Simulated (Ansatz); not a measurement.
## Energy profile

The step: SiHClF₂ ([F][SiH]([F])[Cl]) + HBr → SiHBrF₂ ([F][SiH]([F])[Br]) + HCl; bonds formed: Si1–Br7, Cl2–H6; bonds broken: Si1–Cl2, H6–Br7 (atoms numbered as in the saddle structure below).

```
7
angstrom
Si -0.3580 -0.0517 -0.5396
Cl 1.0916 -1.1832 0.9649
F -0.2736 -1.4242 -1.3576
F -1.7854 -0.1374 0.1270
H -0.1550 0.8792 -1.6547
H 1.0983 0.1291 1.4789
Br 0.3821 1.7882 0.9811
```

Electronic energies by CCSD(T) at an estimated basis limit (MP2 extrapolated from triple and quadruple zeta, plus CCSD(T) − MP2 in triple zeta), on PBE0-D4/def2-TZVP structures; SiH2BrClF2, closed shell; no counterpoise correction. Computed with Ansatz 0.2.0 (basis: def2-TZVPP and def2-QZVPP); correlated methods freeze the cores. Filled d shells of the heavier atoms are correlated. The def2 sets are not built for correlating such inner shells, so the correlated values are less sure here. Extrapolation: Hartree–Fock as exp(−7.88 √X), correlation as X^−2.97.

(1) Give the profile in eV, counted from the separated reactants. (Judge from chemistry; the value comes from the calculation.)

T1 diagnostic: at most 0.011.

## Answers

(1) By the calculation:
| point | eV |
| --- | --- |
| separated: SiHClF2 (linked as [F][SiH]([F])[Cl]; Si1, Cl2, F3, F4, H5; singlet) + HBr (H6, Br7; singlet) | 0.000 |
| start structure | -0.082 |
| saddle | 1.572 |
| end structure | 0.013 |
| separated: SiHBrF2 (linked as [F][SiH]([F])[Br]; Si1, F3, F4, H5, Br7; singlet) + HCl (Cl2, H6; singlet) | 0.072 |

For scale, one of the runs: CCSD(T)/def2-TZVPP, 222 basis functions, launched by `ansatz run in.yaml --threads 8 --pin off --events-out ev --progress --plain --max-ram 19148MiB`. Time: 76 s of wall clock on 8 CPU threads of an Arm Neoverse V2; the host was shared. Peak host memory: 3.7 GiB.
